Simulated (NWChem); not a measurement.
Basis-set convergence for H3BO

```xyz
5

B      0.6630    -0.2523     0.0000
H      1.6125     0.4955     0.0000
H      0.7868    -1.4605     0.0000
O     -0.5548     0.3184     0.0000
H     -1.2753    -0.3205     0.0000
```
Charge 0, spin multiplicity 1.

Everything below was run with NWChem. Structure: optimised with PBE0/def2-SVP, a minimum by its harmonic frequencies. It is one conformer; others weren't searched.

Quantity: LUMO energy at the level B3LYP.

B3LYP has NWChem's definition, with VWN1-RPA local correlation. The Pople sets run with spherical d functions. The structure started from a generated list of species.

Task: In def2-TZVPD the value is -0.75 eV. Among 3-21G, def2-SVP, cc-pVDZ, 6-311G**, def2-SVPD, aug-pcseg-1, def2-TZVP, cc-pVTZ, def2-TZVPP, which is the smallest basis within 0.1 eV of it?

Result: def2-SVPD, with 67 functions against 104 (also within reach: aug-pcseg-1, def2-TZVP, def2-TZVPP). def2-TZVPD isn't the basis-set limit itself, and a small set can land close by cancellation.

```json
[
 {"basis": "3-21G", "functions": "24", "LUMO energy (eV)": "-0.08"},
 {"basis": "def2-SVP", "functions": "43", "LUMO energy (eV)": "-0.38"},
 {"basis": "cc-pVDZ", "functions": "43", "LUMO energy (eV)": "-0.35"},
 {"basis": "6-311G**", "functions": "54", "LUMO energy (eV)": "-0.47"},
 {"basis": "def2-SVPD", "functions": "67", "LUMO energy (eV)": "-0.72"},
 {"basis": "aug-pcseg-1", "functions": "73", "LUMO energy (eV)": "-0.80"},
 {"basis": "def2-TZVP", "functions": "80", "LUMO energy (eV)": "-0.67"},
 {"basis": "cc-pVTZ", "functions": "102", "LUMO energy (eV)": "-0.61"},
 {"basis": "def2-TZVPP", "functions": "104", "LUMO energy (eV)": "-0.68"},
 {"basis": "def2-TZVPD", "functions": "104", "LUMO energy (eV)": "-0.75"}
]
```
